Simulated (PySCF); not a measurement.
C₂H₆N₂, SMILES C(=C/N)/N (PBE0/def2-SVP optimised geometry):

```
10

N      1.404    -1.097     0.000
C      0.000    -1.097     0.000
C     -0.715     0.040     0.000
N     -0.108     1.304    -0.063
H      1.784    -0.397    -0.635
H      1.806    -2.000    -0.222
H     -0.504    -2.064     0.058
H     -1.806     0.004    -0.009
H      0.716     1.361     0.535
H     -0.737     2.064     0.166
```

Method: PBE0/def2-TZVP in PySCF.

What are the frontier orbital energies and the dipole moment?

HOMO-2 -9.64 eV, HOMO-1 -8.34 eV, HOMO -5.03 eV, LUMO 0.99 eV, LUMO+1 1.62 eV; dipole moment 0.19 D.

On the same geometry PBE/def2-TZVP (PySCF) gives HOMO-2 -8.06 eV, HOMO-1 -6.80 eV, HOMO -3.89 eV, LUMO 0.12 eV, LUMO+1 0.67 eV; dipole moment 0.29 D.

Meta-Löwdin charges at PBE0/def2-TZVP: N1 -0.48, C2 -0.10, C3 -0.10, N4 -0.48, H5 0.23, H6 0.23, H7 0.12, H8 0.12, H9 0.23, H10 0.23.
